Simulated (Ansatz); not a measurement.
`C#C[SiH](Cl)Cl` + H₂S → `S[SiH](Cl)Cl` + `C#C` at 600 K and 1 bar (ligand exchange at the Si–C bond).

Program: Ansatz. Geometries: PBE0-D4/def2-TZVP. ΔE: electronic, gas phase. CCSD(T)/CBS is the MP2 limit (def2-TZVPP, def2-QZVPP) plus CCSD(T) − MP2 in def2-TZVPP, frozen cores. This one scheme is used for every species. Each species was taken in one conformer, which may not be the lowest.

```
         species  CCSD(T)/CBS energy (Eh)  H − E (kJ/mol)  S (J/(mol·K))
`C#C[SiH](Cl)Cl`              -1285.99086           136.2          419.3
             H₂S               -398.97279            60.8          230.9
  `S[SiH](Cl)Cl`              -1607.74509           106.4          405.4
           `C#C`                -77.22717            96.2          235.4
```

H − E and S are ideal-gas, rigid-rotor, harmonic terms from PBE0-D4/def2-TZVP, for one conformer and one mirror image of each species. 1 Eh = 2625.50 kJ/mol, R = 8.31446 J/(mol·K).

Q: By hand: ΔE, ΔH, ΔS and ΔG.

A: ΔE = (-1607.74509) + (-77.22717) − (-1285.99086) − (-398.97279) = -0.00861 Eh = -22.6 kJ/mol. Δ(H − E) = 106.4 + 96.2 − 136.2 − 60.8 = 5.6, so ΔH = -17.0 kJ/mol. ΔS = 405.4 + 235.4 − 419.3 − 230.9 = -9.4 J/(mol·K). ΔG = -17.0 − 600 × (-9.4)/1000 = -11.4 kJ/mol.

Q: By hand: the equilibrium constant, and the temperature at which ΔG would vanish if ΔH and ΔS stayed fixed.

A: log₁₀ K = −ΔG/(RT ln 10) = 1.0. ΔG = 0 at ΔH/ΔS = 1809 K, though so small a ΔS makes that figure unsure.

The number of gas molecules stays the same, so ΔS is small and ΔH decides. A doubt of 5 kJ/mol in ΔE shifts log₁₀ K by 0.4 here. Other conformers and mirror images would add mixing entropy, several J/(mol·K) or more a flexible species. These are equilibria of isolated gas molecules and say nothing of rates. Largest T1 diagnostic: 0.013 (customary marks: 0.02 for closed shells, 0.045 for open ones).
